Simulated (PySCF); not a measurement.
Predicted microwave data (PBE0/pcSseg-1 in PySCF (dipole) on a GFN2-xTB geometry, gas phase) for one isomer of C7H9O2PS:

| Quantity | Value |
| --- | --- |
| Rotational constants | A = 1172, B = 733.5, C = 612.4 MHz |
| Dipole components | \|μa\| = 1.98 D, \|μb\| = 0.94 D, \|μc\| = 1.11 D |
| Inertial defect | -294.80 u·Å² |
| κ | -0.57 |

Problem. Which structure is it? (One computed conformer of each.)
A. `[CH2:1]=[CH:2][CH2:3][P@:4](=[O:5])([OH:6])[c:7]1[cH:8][cH:9][s:10][cH:11]1` with C1–C2–C3–P4 103°, C2–C3–P4–O5 175°, C3–P4–O6–H 136°, C3–P4–C7–C8 -106°
B. `[CH2:1]=[CH:2][CH2:3][P@:4](=[O:5])([OH:6])[c:7]1[cH:8][cH:9][cH:10][s:11]1` with C1–C2–C3–P4 -108°, C2–C3–P4–O5 -65°, C3–P4–O6–H 137°, C3–P4–C7–C8 -128°
C. `[CH3:1][O:2][C:3](=[O:4])[c:5]1[s:6][c:7]([CH3:8])[p:9][c:10]1[CH3:11]` with C1–O2–C3–O4 0°, O2–C3–C5–S6 0°

Solution. B. It is C=CC[P@](=O)(O)c1cccs1, an asymmetric top, point group C1. The candidates at the same level (rigid rotor, commonest isotopes):

| SMILES | A (MHz) | B (MHz) | C (MHz) | μa (D) | μb (D) | μc (D) | Δ (u·Å²) | point group | rotor |
| --- | --- | --- | --- | --- | --- | --- | --- | --- | --- |
| C=CC[P@](=O)(O)c1cccs1 | 1172 | 733.5 | 612.4 | 1.98 | 0.94 | 1.11 | -294.80 | C1 | asymmetric top |
| C=CC[P@](=O)(O)c1ccsc1 | 1237 | 669.2 | 526.7 | 1.19 | 2.07 | 0.55 | -204.25 | C1 | asymmetric top |
| COC(=O)c1sc(C)pc1C | 1465 | 621.2 | 439.7 | 0.02 | 2.21 | 0.00 | -9.38 | Cs | asymmetric top |

`COC(=O)c1sc(C)pc1C` has C 28 % too low; `C=CC[P@](=O)(O)c1ccsc1` has C 14 % too low. No structure here is proved a minimum.
